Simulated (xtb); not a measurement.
C2H4N, doublet, at a GFN2-xTB geometry; GFN0-xTB with ALPB(cs2) (xtb).

Input for xtb:
```
$ xtb mol.xyz --gfn 0 --uhf 1 --alpb cs2 --json

# file mol.xyz
7

C      1.31120828    -0.15668231    -0.21200825
N      0.11562011    -0.33131293    -0.26397662
C     -1.07674994     0.25688588     0.27315521
H      1.96810973     0.54605768     0.28532144
H     -1.70417788     0.56801654    -0.56204592
H     -1.60723309    -0.51156564     0.83538198
H     -0.87278958     1.11546051     0.92229710
```

Q: Write the output that xtb gives for this input, abridged.

A: 
```
   ID    Z sym.   atoms
    1    6 C      1, 3
    2    7 N      2
    3    1 H      4-7

           -------------------------------------------------
          |                Calculation Setup                |
           -------------------------------------------------

           -------------------------------------------------
          |                 G F N 0 - x T B                 |
           -------------------------------------------------

      * Solvation model:               ALPB
        Solvent                        cs2
        Parameter file                 internal GFN-FF/ALPB
        Dielectric constant                2.6400E+00
        Reference state                gsolv [1 M gas/solution]
        Free energy shift                  4.5141E-03 Eh       2.8326E+00 kcal/mol
        Temperature                        2.9815E+02 K
        Density                            1.2600E+00 kg/L
        Solvent mass                       7.6140E+01 g/mol
        Interaction kernel             P16
        Born radius scaling (c1)           1.2853E+00
        Born radii integrator          GBOBC
        Born offset                        0.0000E+00 a0       0.0000E+00 AA
        H-bond correction              false
        Ion screening                  false
        Surface tension                    1.0000E-05 Eh       1.5569E+01 dyn/cm
        Grid points                               230 per atom

          ...................................................
          :                      SETUP                      :
          :.................................................:
          :  # basis functions                  20          :
          :  # atomic orbitals                  20          :
          :  # shells                           14          :
          :  # electrons                        17          :
          :  electronic temp.          300.0000000     K    :
          :  accuracy                    1.0000000          :
          :  -> integral cutoff          0.2500000E+02      :
          :  -> integral neglect         0.1000000E-07      :
          ...................................................

         :::::::::::::::::::::::::::::::::::::::::::::::::::::
         ::                     SUMMARY                     ::
         :::::::::::::::::::::::::::::::::::::::::::::::::::::
         :: total energy              -9.316471282830 Eh    ::
         :: total w/o Gsasa/hb        -9.312489741744 Eh    ::
         :: gradient norm              0.025374308787 Eh/a0 ::
         :: HOMO-LUMO gap              2.351489397151 eV    ::
         ::.................................................::
         :: H0 energy                 -9.391830268655 Eh    ::
         :: repulsion energy           0.148842682142 Eh    ::
         :: electrostat energy        -0.048567524826 Eh    ::
         :: -> Gsolv                   0.000000000000 Eh    ::
         ::    -> Gsasa               -0.008495605489 Eh    ::
         ::    -> Gshift               0.004514064402 Eh    ::
         :: dispersion energy         -0.001033065657 Eh    ::
         :: short-range corr.         -0.023883105834 Eh    ::
         :: add. restraining           0.000000000000 Eh    ::
         :: total charge               0.000000000000 e     ::
         :::::::::::::::::::::::::::::::::::::::::::::::::::::

           -------------------------------------------------
          |                Property Printout                |
           -------------------------------------------------

    * Orbital Energies and Occupations

         #    Occupation            Energy/Eh            Energy/eV
      -------------------------------------------------------------
         1        2.0000           -0.7180814             -19.5400
         2        2.0000           -0.6330450             -17.2260
         3        2.0000           -0.5986239             -16.2894
         4        2.0000           -0.5506108             -14.9829
         5        2.0000           -0.5452794             -14.8378
         6        2.0000           -0.5413790             -14.7317
         7        2.0000           -0.4739564             -12.8970
         8        2.0000           -0.4598497             -12.5131
         9        1.0000           -0.3501789              -9.5289 (HOMO)
        10                         -0.2637632              -7.1774 (LUMO)
        11                         -0.1449713              -3.9449
        12                         -0.1147783              -3.1233
        13                         -0.0893694              -2.4319
        14                         -0.0892141              -2.4276
        15                          0.0350286               0.9532
        16                          0.2040658               5.5529
        17                          0.2535632               6.8998
        18                          0.2853724               7.7654
        19                          0.3363542               9.1527
        20                          0.6723469              18.2955
      -------------------------------------------------------------
                  HL-Gap            0.0864156 Eh            2.3515 eV
             Fermi-level            0.0000000 Eh            0.0000 eV

     #   Z          covCN         q      C6AA      α(0)
     1   6 C        1.842     0.170    27.529     8.466
     2   7 N        1.819    -0.658    39.584     9.356
     3   6 C        3.687     0.131    20.825     6.607
     4   1 H        0.925     0.104     1.752     2.070
     5   1 H        0.925     0.091     1.869     2.138
     6   1 H        0.925     0.091     1.869     2.138
     7   1 H        0.924     0.070     2.082     2.257

 Mol. C6AA /au·bohr⁶  :        465.542624
 Mol. C8AA /au·bohr⁸  :      10264.706514
 Mol. α(0) /au        :         33.031637

Wiberg/Mayer (AO) data.
largest (>0.10) Wiberg bond orders for each atom

 ---------------------------------------------------------------------------
     #   Z sym  total        # sym  WBO       # sym  WBO       # sym  WBO
 ---------------------------------------------------------------------------
     1   6 C    3.408 --     2 N    2.305     4 H    0.966
     2   7 N    3.261 --     1 C    2.305     3 C    0.920
     3   6 C    3.925 --     5 H    0.972     6 H    0.972     7 H    0.972
                             2 N    0.920
     4   1 H    0.997 --     1 C    0.966
     5   1 H    0.996 --     3 C    0.972
     6   1 H    0.996 --     3 C    0.972
     7   1 H    0.982 --     3 C    0.972
 ---------------------------------------------------------------------------

Topologies differ in total number of bonds
Writing topology from bond orders to xtbtopo.mol

 dipole moment from electron density (au)
     X       Y       Z
  -0.3224   0.5585   0.4538  total (Debye):    2.004

           -------------------------------------------------
          | TOTAL ENERGY               -9.316471282830 Eh   |
          | GRADIENT NORM               0.025374308787 Eh/α |
          | HOMO-LUMO GAP               2.351489397151 eV   |
           -------------------------------------------------

normal termination of xtb
```
